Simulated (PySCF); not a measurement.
Solvent effects on NMR parameters

Cartesian coordinates in Å; atom numbers follow the order of the lines, from 1:
```xyz
20

C     3.0869    1.1359    0.2571
C     2.1401   -0.0153    0.4875
O     1.0267    0.1400   -0.3622
C     0.0606   -0.8514   -0.2364
C    -1.0237   -0.5688   -1.2742
C    -1.8627    0.6124   -0.7599
Si   -1.7733    0.3234    1.1042
O    -0.5304   -0.8256    1.0424
H     3.4116    1.1677   -0.7937
H     3.9776    1.0382    0.8951
H     2.5957    2.0921    0.4911
H     1.8076   -0.0514    1.5400
H     2.6385   -0.9828    0.2737
H     0.5205   -1.8516   -0.3590
H    -0.5624   -0.3739   -2.2537
H    -1.6485   -1.4711   -1.3677
H    -2.8793    0.6241   -1.1780
H    -1.3811    1.5696   -1.0117
H    -1.3953    1.5218    1.9097
H    -2.9805   -0.3001    1.7214
```

GIAO PBE0/pcSseg-1 in PySCF on one PBE0-D3(BJ)/def2-SVP conformer, non-relativistic, equivalent nuclei averaged. Solvents enter as an IEF-PCM continuum (cyclohexane with ε = 2.0) around the gas-phase geometry. Shifts are referred to TMS computed in the same medium.

Gas phase, δ in ppm: C4 104.2, C2 63.0, C5 34.8, C1 16.9, C6 5.6, Si7 6.9, H19 4.99, H14 4.99, H20 4.92, H12 3.82, H13 3.03, H15 2.05, H16 1.44, H18 1.32. Dipole moment 0.77 D.

Question: How does each δ change in the continuum?

Answer: 
| atoms | environment | Δδ, cyclohexane |
| --- | --- | --- |
| C4 | sp3 carbon bearing two oxygens | +0.4 |
| C2 | sp3 CH2 bonded to O | +0.3 |
| C5 | sp3 CH2 in a ring | +0.2 |
| C1 | methyl carbon | +0.1 |
| C6 | sp3 CH2 bonded to Si | +0.3 |
| Si7 | silicon bonded to C, O, 2 H, in a 5-membered ring | +0.5 |
| H19 | hydrogen on a silicon bonded to C, O, in a 5-membered ring | -0.02 |
| H14 | hydrogen on an sp3 carbon bearing two oxygens | +0.05 |
| H20 | hydrogen on a silicon bonded to C, O, in a 5-membered ring | -0.02 |
| H12 | hydrogen on an sp3 CH2 bonded to O | -0.03 |
| H13 | hydrogen on an sp3 CH2 bonded to O | +0.06 |
| H15 | hydrogen on an sp3 CH2 in a ring | 0.00 |
| H16 | hydrogen on an sp3 CH2 in a ring | +0.07 |
| H18 | hydrogen on an sp3 CH2 bonded to Si | +0.01 |

Changes are relative to the gas phase. The dipole moment becomes 0.86 D in cyclohexane.

Question: Which nuclei move most (in ppm), and what does the model miss?

Answer: C4 (sp3 carbon bearing two oxygens, +0.4 ppm) and Si7 (silicon bonded to C, O, 2 H, in a 5-membered ring, +0.5 ppm) in cyclohexane. A continuum only polarises the solute; specific hydrogen bonds, the anisotropy of aromatic solvents and changes of geometry or conformer are outside it.
